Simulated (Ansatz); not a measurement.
Basis-set extrapolation for C₅H₁₄OSi (`CCO[Si](C)(C)C`) (PBE0-D4/def2-TZVP geometry, frozen core, the Gaussian-basis code of Ansatz). Multiplicity 1, RHF reference.

```json
{"": "HF", "def2-TZVPP": "-561.489938", "def2-QZVPP": "-561.512304"}
{"": "MP2 correlation", "def2-TZVPP": "-1.246786", "def2-QZVPP": "-1.330733"}
{"": "CCSD(T) correlation", "def2-TZVPP": "-1.372175", "def2-QZVPP": "not run"}
```

Energies in hartree. Use E(X) = E(∞) + A·exp(−7.88·√X) for Hartree–Fock and E(X) = E(∞) + B·X^(−2.97) for correlation, with X = 3 and 4, and add CCSD(T) minus MP2 of the smaller set to the MP2 limit.

What is the CCSD(T) energy at the basis-set limit?

HF limit: -561.512304 + (-0.022366) × 0.13774 = -561.51538. MP2 limit: -1.330733 + (-0.083947) × 0.74074 = -1.39292. Higher-order term: -1.372175 − (-1.246786) = -0.12539. Total: -563.03369 hartree, 450.5 kJ/mol below CCSD(T)/def2-TZVPP.
